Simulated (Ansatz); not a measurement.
`CN[SiH2]NC` + `NC[SiH](O)O` → `CN[SiH2]CN` + `CN[SiH](O)O`  (redistribution)

Isolated molecules relaxed with PBE0-D4/def2-TZVP in Ansatz; ΔE leaves out vibrations. CBS: MP2 limit from def2 TZ/QZ plus the TZ coupled-cluster correction, frozen cores. DFT in def2-TZVPP. B3LYP here is the variant with VWN-RPA as its local correlation; programs differ in this. One conformer a species, not always the lowest.

`CN[SiH2]NC`:

```xyz
15

C     2.331    0.644   -0.154
N     0.897    0.785   -0.260
Si   -0.241    0.379    0.952
N    -1.692   -0.133    0.208
C    -1.811   -1.238   -0.715
H     2.768    0.290   -1.093
H     2.566   -0.097    0.613
H     2.841    1.575    0.125
H     0.600    1.403   -0.999
H     0.488   -0.635    1.772
H    -0.694    1.475    1.861
H    -2.561    0.156    0.627
H    -0.842   -1.419   -1.186
H    -2.522   -1.015   -1.517
H    -2.126   -2.172   -0.233
```

`NC[SiH](O)O`:

Z-matrix (Å, degrees):
```
C
Si 1 1.884
N 1 1.469 2 108.2
H 1 1.099 2 112.9 3 -128.1
H 1 1.096 2 106.3 3 115.8
O 2 1.642 1 104.1 3 -36.9
O 2 1.638 1 113.4 3 -158.0
H 2 1.484 1 112.0 3 84.4
H 3 1.013 1 110.7 2 -72.9
H 3 1.012 1 111.4 2 168.8
H 6 0.968 2 109.5 1 15.5
H 7 0.959 2 117.2 1 73.6
```

`CN[SiH2]CN`:

Z-matrix (Å, degrees):
```
C
N 1 1.448
H 1 1.092 2 109.6
H 1 1.097 2 113.0 3 119.8
H 1 1.095 2 111.5 3 -118.4
Si 2 1.720 1 124.2 3 -24.6
H 2 1.006 1 113.8 3 178.5
C 6 1.883 2 111.4 1 86.2
H 6 1.492 2 110.4 1 -33.7
H 6 1.491 2 107.3 1 -153.5
N 8 1.462 6 108.0 2 -43.5
H 8 1.096 6 107.6 2 -161.2
H 8 1.101 6 110.7 2 82.6
H 11 1.012 8 111.5 6 -177.8
H 11 1.013 8 109.7 6 63.7
```

`CN[SiH](O)O`:

```xyz
12

C    -1.660    0.404   -0.105
N    -0.668   -0.471    0.485
Si    1.010   -0.333    0.280
O     1.478   -0.508   -1.290
O     1.562    1.161    0.668
H    -1.998    1.188    0.582
H    -1.235    0.900   -0.980
H    -2.536   -0.158   -0.444
H    -1.000   -1.006    1.271
H     1.598   -1.379    1.152
H     1.180   -1.301   -1.739
H     2.270    1.504    0.120
```

| level | ΔE (kJ/mol) | difference from CCSD(T)/CBS |
| --- | --- | --- |
| PBE-D4 | 0.1 | 3.8 |
| PBE0-D4 | -1.6 | 2.1 |
| B3LYP-D4 | -3.0 | 0.7 |
| ωB97X-V | -2.8 | 0.9 |
| ωB97M-V | -2.4 | 1.3 |
| PBE | 1.4 | 5.1 |
| r2SCAN | -1.6 | 2.1 |
| PBE0 | -0.4 | 3.3 |
| B3LYP | -0.9 | 2.8 |
| HF/def2-TZVPP | -6.4 | -2.7 |
| CCSD/def2-TZVPP | -3.6 | 0.1 |
| CCSD(T)/def2-TZVPP | -2.7 | 1.0 |
| MP2/def2-QZVPP | -3.3 | 0.4 |
| SCS-MP2/def2-QZVPP | -3.6 | 0.1 |
| HF/CBS(def2) | -6.9 | -3.2 |
| MP2/CBS(def2) | -3.6 | 0.1 |
| CCSD(T)/CBS | -3.7 | 0 |

Largest T1 diagnostic among the species: 0.011.

In def2-TZVPP, CCSD(T) changes the Hartree–Fock value by +3.7 kJ/mol (the triples alone add +0.9 kJ/mol) and MP2 by +3.8 kJ/mol.
